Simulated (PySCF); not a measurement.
Compound: C5H4F4O2.
SMILES with atom numbers: `[O:1]=[C:2]1[CH2:3][O:4][C@@H:5]1[C@H:6]([F:7])[C:8]([F:9])([F:10])[F:11]` (hydrogens: H12, H13 on C3; H14 on C5; H15 on C6)

All values: wB97X-D/def2-SVPD (PySCF, non-relativistic), on one gas-phase PBE0-D3(BJ)/def2-SVP geometry that isn't relaxed in the solvent. The solvent is an IEF-PCM continuum (cavity from Bondi-type radii × 1.2), and excitations are vertical TDDFT with non-equilibrium linear response and a frozen core. Only the electrostatic response of the medium enters.

Gas-phase singlets (H = HOMO, L = LUMO):

```tsv
state	E (eV)	λ (nm)	f	leading configurations
S1	4.402	282	0.000	H→L 97%
S2	6.117	203	0.005	H-1→L 99%
S3	7.781	159	0.003	H-1→L+2 38%, H-2→L 22%, H-1→L+1 13%
S4	7.832	158	0.005	H-2→L 45%, H→L+2 32%, H-3→L 10%
S5	7.880	157	0.001	H→L+2 37%, H-1→L+2 25%, H-2→L 12%
```

Question: What are the lowest 5 singlets in chloroform (ε = 4.711)?

Answer: 
```tsv
state	E (eV)	λ (nm)	f	leading configurations	change by rank (eV)
S1	4.452	278	0.000	H→L 97%	+0.050
S2	6.011	206	0.008	H-1→L 98%	-0.106
S3	7.799	159	0.002	H-1→L+2 49%, H-2→L 23%	+0.018
S4	7.861	158	0.003	H-2→L 55%, H-1→L+2 14%, H-3→L 12%	+0.029
S5	7.937	156	0.001	H→L+2 54%, H-1→L+2 12%, H→L+1 10%	+0.057
```

Question: The ground-state energy changes by -0.244 eV from gas to chloroform. By how much does the total energy of gas-phase S1 change?

Answer: E(S1) = E(S0) + excitation energy, so it changes by -0.244 + 0.050 = -0.194 eV: it is lowered less than the ground state, which is what a blue shift means. This is the vertical state, with the slow part of the continuum still set for S0.

Question: How do the frontier levels move from gas to chloroform?

Answer: 
| orbital | gas (eV) | solvent (eV) | change (eV) | Löwdin shares, gas | Löwdin shares, solvent |
| --- | --- | --- | --- | --- | --- |
| LUMO+2 | 2.41 | 2.57 | +0.16 | O4 23 %, C3 10 %, C5 9 %, C2 8 % | O4 31 %, C3 11 %, C5 9 %, O1 7 % |
| LUMO+1 | 2.13 | 2.31 | +0.18 | C3 15 %, O4 11 %, C2 10 %, C5 9 % | C2 11 %, C6 10 %, F7 10 %, C3 10 % |
| LUMO | 0.33 | 0.48 | +0.15 | C2 38 %, O1 32 %, C3 8 %, C5 7 % | C2 39 %, O1 32 %, C3 8 %, C5 7 % |
| HOMO | -10.10 | -9.99 | +0.11 | O1 50 %, C2 14 %, C5 14 %, C3 13 % | O1 48 %, C2 14 %, C5 14 %, C3 14 % |
| HOMO-1 | -10.56 | -10.33 | +0.23 | O4 58 %, C3 10 %, C5 8 %, C6 5 % | O4 57 %, C3 10 %, C5 8 %, C6 5 % |
| HOMO-2 | -12.66 | -12.52 | +0.14 | O4 44 %, C2 8 %, F7 8 %, C5 8 % | O4 45 %, C2 8 %, C5 8 %, F7 8 % |
| HOMO-3 | -12.95 | -12.83 | +0.12 | F7 24 %, O4 19 %, C6 13 %, F11 9 % | F7 25 %, O4 19 %, C6 14 %, F11 8 % |

The HOMO–LUMO gap goes from 10.43 to 10.47 eV. Rows go by rank; for LUMO+1 and LUMO+2 the atom shares or the degeneracy differ between the runs, so the row needn't follow one orbital.

Conformer computed: `[O:1]=[C:2]1[CH2:3][O:4][C@@H:5]1[C@H:6]([F:7])[C:8]([F:9])([F:10])[F:11]`: O4–C5–C6–F7 -65°, C5–C6–C8–F9 -179°.

wB97X-D is run here without its empirical dispersion term; that term would change no orbital, density or response property at a fixed geometry.
